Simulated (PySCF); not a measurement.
Highest orbital energy against ionisation energy along the second row

Calculated with PySCF 2.14, no spin-orbit coupling. Each cell gives −ε(HOMO) / ΔSCF in eV; NIST values include spin-orbit coupling, (s) semi-empirical, (t) theoretical.

| species | UHF | LDA | PBE | PBE0 | r2SCAN | NIST (lowest levels) |
| --- | --- | --- | --- | --- | --- | --- |
| B²⁺ (aug-cc-pVQZ with one added diffuse shell each of s, p, d, f, g type, non-relativistic) | 37.822 / 37.818 | 32.354 / 37.893 | 32.642 / 38.284 | 34.044 / 38.226 | 32.899 / 37.850 | 37.931 |
| C²⁺ (aug-cc-pVQZ with one added diffuse shell each of s, p, d, f, g type, non-relativistic) | 46.098 / 45.779 | 40.154 / 46.944 | 40.355 / 47.100 | 42.035 / 47.037 | 40.663 / 46.614 | 47.888 |
| N²⁺ (aug-cc-pVQZ with one added diffuse shell each of s, p, d, f, g type, non-relativistic) | 48.033 / 47.295 | 38.579 / 47.862 | 38.830 / 48.018 | 41.257 / 48.001 | 39.782 / 48.221 | 47.445 (s) |
| O²⁺ (aug-cc-pVQZ with one added diffuse shell each of s, p, d, f, g type, non-relativistic) | 55.792 / 54.608 | 44.988 / 55.418 | 45.061 / 55.266 | 47.896 / 55.301 | 46.126 / 55.598 | 54.936 (s) |
| F²⁺ (aug-cc-pVQZ with one added diffuse shell each of s, p, d, f, g type, non-relativistic) | 63.885 / 62.257 | 51.611 / 63.184 | 51.566 / 62.850 | 54.819 / 62.929 | 52.815 / 63.172 | 62.708 (s) |
| Ne²⁺ (aug-cc-pVQZ with one added diffuse shell each of s, p, d, f, g type, non-relativistic) | 64.134 / 61.838 | 52.164 / 63.649 | 52.561 / 63.889 | 55.761 / 63.740 | 53.417 / 63.625 | 63.423 |

Question: How far is −ε(HOMO) from ΔSCF on average for each method, and why?

Answer: UHF 1.03 eV; LDA -9.18 eV; PBE -9.07 eV; PBE0 -6.57 eV; r2SCAN -8.23 eV. Hartree-Fock orbital energies lack relaxation and so exceed the ΔSCF value; semilocal functionals have convex E(N) from self-interaction, so their HOMO lies far too high; exact exchange moves hybrids part of the way back.
